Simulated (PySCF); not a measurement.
**Frontier levels across methods**

Compound: C₃H₇NSSi.
Geometry (PBE0-D3(BJ)/def2-SVP, Å), atoms numbered from 1 in this order:
```xyz
13
C3H7NSSi angstrom
C      2.3795    0.2621   -0.4586
S      0.8006    0.2702   -1.3709
Si    -0.5139   -0.4069    0.1600
C     -2.2658   -0.3738   -0.4664
C     -0.3476    0.7646    1.6066
N     -0.2075    1.5035    2.4902
H      3.1496    0.5907   -1.1686
H      2.3496    0.9637    0.3868
H      2.6312   -0.7469   -0.1028
H     -0.1013   -1.7353    0.6974
H     -2.9607   -0.7025    0.3209
H     -2.5418    0.6451   -0.7755
H     -2.3735   -1.0456   -1.3313
```

Basis pcSseg-1 throughout (PySCF), one geometry. Geometry: PBE0-D3(BJ)/def2-SVP, one conformer, isolated molecule.

Q: How do the orbital energies, the gap and the dipole change with the method?

A: 
| method | kind | HOMO (eV) | LUMO (eV) | gap (eV) | μ (D) | SCF cycles |
| --- | --- | --- | --- | --- | --- | --- |
| BLYP | GGA | -5.99 | -1.51 | 4.48 | 2.98 | 14 |
| B97-D | GGA | -6.15 | -1.57 | 4.58 | 2.98 | 15 |
| PBE | GGA | -6.17 | -1.69 | 4.48 | 2.95 | 14 |
| OPBE | GGA | -6.18 | -1.56 | 4.63 | 2.89 | 15 |
| KT2 | GGA | -6.26 | -1.77 | 4.49 | 2.96 | 15 |
| KT3 | GGA | -6.26 | -1.66 | 4.60 | 2.92 | 15 |
| LDA | LDA | -6.27 | -1.95 | 4.32 | 3.05 | 14 |
| BP86 | GGA | -6.28 | -1.79 | 4.49 | 2.98 | 14 |
| B3LYP | global hybrid | -7.15 | -0.97 | 6.18 | 3.02 | 14 |
| HF | Hartree–Fock | -10.23 | 2.73 | 12.96 | 3.12 | 12 |

The HOMO spans 4.24 eV, from BLYP down to HF, and the gap runs from 4.32 eV (LDA) to 12.96 eV (HF). Over the methods BLYP (0 %), B97-D (0 %), PBE (0 %), OPBE (0 %), KT2 (0 %), KT3 (0 %), LDA (0 %), BP86 (0 %), B3LYP (20 %), HF (100 %), a straight line through the gap against the share of exact exchange rises by 0.84 eV for each 10 % (correlation coefficient 0.999). The dipole ranges from 2.89 D (OPBE) to 3.12 D (HF). This basis has no diffuse functions.
